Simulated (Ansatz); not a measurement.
Input file for `F[C@H]1[C@H](F)[C@@H](F)[C@@H]1F`:

```yaml
crystal:
  periodic: [false, false, false]
  atoms:
    - {symbol: F, position_ang: [0.191339, 0.165740, -2.252354]}
    - {symbol: C, position_ang: [0.256716, -0.327451, -0.984464]}
    - {symbol: C, position_ang: [-1.015196, -0.281608, -0.142832]}
    - {symbol: F, position_ang: [-1.770643, -1.413196, -0.080698]}
    - {symbol: C, position_ang: [-0.136483, 0.047342, 1.060441]}
    - {symbol: F, position_ang: [-0.620329, 0.939432, 1.968808]}
    - {symbol: C, position_ang: [0.920630, 0.543264, 0.078209]}
    - {symbol: F, position_ang: [2.225332, 0.289539, 0.375577]}
    - {symbol: H, position_ang: [0.687243, -1.332670, -1.003737]}
    - {symbol: H, position_ang: [-1.647499, 0.566696, -0.419880]}
    - {symbol: H, position_ang: [0.191192, -0.859833, 1.576047]}
    - {symbol: H, position_ang: [0.794700, 1.607344, -0.141019]}
basis:
  gaussian: {orbitals: def2-SVP}
correlation: {method: ccsd_t}
```

```sh
$ ansatz run in.yaml --threads 4 --pin off --events-out ev --progress --plain --max-ram 11315MiB
```

The program prints (abridged):

```
Functional definition: HF
1300 factors; integrals over basis functions are off by at most 1.4e-3 eV
mean field evaluation 1: about -14991.6123 eV, gradient 4.0e1 eV
mean field evaluation 2: about -14991.8024 eV, gradient 4.0e1 eV
mean field evaluation 4: about -14995.3279 eV, gradient 4.9e0 eV
mean field evaluation 8: about -14995.3921 eV, gradient 1.0e-1 eV
mean field -14995.39217261 eV, -551.0704981014 hartree, gradient 1.5e-6 eV, S^2 0.000000; 0 other end points of the search recorded, 0 dependent functions left out
8 core orbitals not correlated: weight in the atoms' cores, before any rotation towards them, 1.000 or more for the frozen orbitals, at most 0.000 for the correlated occupied ones
reference -14995.39217261 eV, -551.0704981014 hartree; 24, 24 occupied and 100, 100 virtual orbitals, 1300 factors
second order -34.23371022 eV of doubles, -0.00000000 eV of singles
cycle   1  -34.53610272 eV  change   -3.0e-1 eV  update   1.2e-1
cycle   2  -35.24445231 eV  change   -7.1e-1 eV  update   3.4e-2
cycle   3  -35.43272756 eV  change   -1.9e-1 eV  update   1.6e-2
cycle   4  -35.42666003 eV  change    6.1e-3 eV  update   2.8e-3
cycle   5  -35.42559145 eV  change    1.1e-3 eV  update   1.1e-3
cycle   6  -35.42623057 eV  change   -6.4e-4 eV  update   2.8e-4
cycle   7  -35.42611264 eV  change    1.2e-4 eV  update   9.5e-5
cycle   8  -35.42601606 eV  change    9.7e-5 eV  update   3.2e-5
cycle   9  -35.42600622 eV  change    9.8e-6 eV  update   1.1e-5
perturbative correction -0.83678242 eV, -0.0307511867 hartree
Total energy: -15031.65496124 eV, -552.4031310039 hartree
```

Hardware: 4 threads of an Arm Neoverse V2 on a shared host. Wall time 34 s, peak host memory 1.1 GiB.

Correlation energy per correlated electron: -0.755 eV. T1 diagnostic: 0.0106.
